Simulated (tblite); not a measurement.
Start geometry of `C[CH][C@@H](F)CC#N` [radical] from a force field or distance geometry (Å):
```
atom  x, y, z in Å
C1     1.994    0.361   -0.102
C2     1.014   -0.705   -0.344
C3    -0.397   -0.427   -0.484
F4    -1.032   -1.661   -0.671
C5    -1.134    0.228    0.618
C6    -2.546    0.401    0.202
N7    -3.652    0.527   -0.134
H8     2.347    0.774   -1.069
H9     2.879   -0.057    0.432
H10    1.650    1.220    0.497
H11    1.405   -1.586   -0.885
H12   -0.599    0.112   -1.445
H13   -0.765    1.210    0.952
H14   -1.165   -0.398    1.532
```

**Question.** What comes out of this run: tblite 0.8.0, GFN2-xTB geometry optimisation, gas phase?

**Answer.** 
```
atom  x, y, z in Å
C1     2.006    0.449   -0.282
C2     1.010   -0.636   -0.336
C3    -0.413   -0.379   -0.610
F4    -1.005   -1.499   -1.160
C5    -1.201   -0.030    0.692
C6    -2.519    0.460    0.387
N7    -3.555    0.863    0.120
H8     2.808    0.273   -1.006
H9     2.490    0.495    0.698
H10    1.554    1.415   -0.497
H11    1.305   -1.647   -0.116
H12   -0.550    0.435   -1.338
H13   -0.653    0.735    1.245
H14   -1.280   -0.934    1.301
```

The energy falls by 0.349 eV over 140 L-BFGS steps, the largest force on an atom goes from 2.70 to 0.010 eV/Å, and the atoms move by 0.538 Å rms after alignment. The bond that changes most is C3–C5 (ends: carbon bonded to 2 C, F and H; carbon bonded to 2 C and 2 H), which lengthens by 0.081 Å. Bonds longer at the end by more than 0.005 Å: 3 of 13; shorter: 10. Among the angles that change most is C2–C3–C5, from 120.0° to 111.9°. Among the dihedrals that turn most is H11–C2–C3–H12, from -81° to -147°. Rotational constants go from 5695, 1494, 1254 to 5014, 1480, 1241 MHz. The orientation of the end geometry is arbitrary; only internal coordinates are fixed.

Its GFN2-xTB frequencies are all real (lowest 46 cm⁻¹).

One conformer stands for the species.

The numbers are calculated, not measured.
